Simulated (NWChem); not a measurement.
## Total energies of sulfur trioxide (O₃S)

```
S
O 1 1.4693
O 1 1.4693 2 120.00
O 1 1.4693 2 120.00 3 180.00
```
Charge 0, spin multiplicity 1.

Everything below was run with NWChem. The geometry was optimised at PBE/def2-SVP, a minimum by its harmonic frequencies.

Basis set: STO-3G (24 functions).

```csv
method,total energy (Ha)
RHF,-614.28253
MP2,-614.51581
B2PLYP,-615.53291
PBE,-615.60367
B3LYP,-615.95417
LDA (SVWN5),-612.99510
CCSD(T),-614.54300
```

Total energies of different functionals aren't comparable as a measure of quality: only differences taken within one method are. 

The correlated methods keep 8 core orbitals frozen. B3LYP has NWChem's definition, with VWN1-RPA local correlation. Coupled-cluster values serve here as a point of comparison, not as the truth.
